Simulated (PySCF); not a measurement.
# Ionisation of hydrogen selenide

Molecule: hydrogen selenide, `[SeH2]` (H2Se). Atom numbers as in the mapped SMILES `[SeH2:1]`.

Energies: ωB97X-D3(BJ)/ma-def2-TZVP (PySCF, density fitting, integration grid level 2) on PBE0-D3(BJ)/def2-SVP structures. The prefix ma- adds one diffuse s and one diffuse p function on all atoms but H. Thermal corrections: PBE0-D3(BJ)/def2-SVP frequencies, unscaled, ideal gas at 298.15 K and 1 bar, quasi-RRHO entropy.

Frontier levels of the parent: HOMO -9.55 eV, LUMO 1.78 eV.

Oxidation to the radical cation:
- Vertical ionisation energy (electronic): 9.91 eV
- Adiabatic ionisation energy (with zero-point energy): 9.90 eV
- Adiabatic, electronic part: 9.91 eV
- Vertical gap at the product's structure: 9.90 eV
- Inner reorganisation energy (four-point): 14 meV
- Relaxation of product / of parent: 1 / 12 meV
- ⟨S²⟩ of the product: 0.753
- Largest spin populations: Se1 1.04
- Largest changes of atomic charge: Se1 0.81, H (on Se1) 0.10, H (on Se1) 0.10
- Distances that move most (Å): Se1–H 1.469 → 1.487; Se1–H 1.469 → 1.487
- Potential in acetonitrile: 6.89 V absolute, 2.34 V against Fc+/Fc computed at 4.54 V (solvation -10 → -299 kJ/mol)

Solvents are IEF-PCM continua (electrostatics only, gas-phase structures); absolute potentials refer to an electron at rest in vacuum. Fc+/Fc in acetonitrile, 4.54 V, is ωB97X-D3(BJ)/ma-def2-TZVP on PBE0-D3(BJ)/def2-SVP structures with GFN2-xTB thermal terms. Benchmark calculations put it near 5.0 V in acetonitrile and DMSO, so it is about 0.5 V low, and the value against it can read up to that much too high.

Measured values (NIST Chemistry WebBook, evaluated or the median of agreeing entries): adiabatic ionisation energy 9.89 eV (computed 9.90, difference 0.01).

Known limits: spin-orbit coupling is left out of the energies, which matters for open shells on the heavier atoms; atoms from Ga to Kr are treated without relativity; the split of the reorganisation energy is sensitive to the structures, which come from another level (PBE0-D3(BJ)/def2-SVP).

Structures, frequencies and single points took 22 s of wall time on 1 thread of Intel Xeon Platinum 8488C (shared host), launched as `OMP_NUM_THREADS=1 python redox_run.py task.json out`.

Differences come from unrounded values, so a last digit can differ from that of the printed terms.
